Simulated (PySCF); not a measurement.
Al²⁺: excitation energy

Al²⁺ [Ne] 3s1 (2S) → Al²⁺ [Ne] 3p1 (2P), as a difference of total energies. All numbers are calculated (PySCF 2.14, the spin-free X2C one-electron Hamiltonian (Gaussian nucleus), in aug-cc-pVQZ-DK (7s6p4d3f2g, 84 functions)). The calculations carry no spin-orbit coupling.

```
 method  excitation energy (eV)
    UHF                   6.571
    LDA                   6.362
    PBE                   6.203
 r2SCAN                   6.161
   BP86                   6.129
r2SCANh                   6.218
```

Problem. Estimate what PBE0 gives.

Solution. 6.297 eV, closest to LDA among the rows shown.

Problem. Estimate what CAM-B3LYP gives.

Solution. 6.518 eV, closest to UHF among the rows shown.

A first-order spin-orbit estimate (lowest level to lowest level, LS coupling) adds -0.015 eV.
